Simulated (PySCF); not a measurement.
CSi₂, neutral, multiplicity 1.

```xyz
3

Si     0.0000     0.0000    -1.6915
C      0.0000     0.0000     0.0000
Si     0.0000     0.0000     1.6915
```
Charge 0, spin multiplicity 1.

Geometry optimised at r2SCAN-D4/def2-TZVP. The geometry has at least one imaginary mode, so it is a saddle point at that level.

These are PBE/pcSseg-2 run with PySCF values and carry that method's errors. Non-relativistic, no solvent.

Computed absolute GIAO shielding of each atom: isotropic value and principal components (ppm):
```tsv
atom	σ(iso)	σ11	σ22	σ33	span
Si1	203.8	-133.8	-133.8	879.1	1013.0
C2	-71.5	-251.2	-251.2	288.0	539.1
Si3	203.8	-133.8	-133.8	879.1	1013.0
```
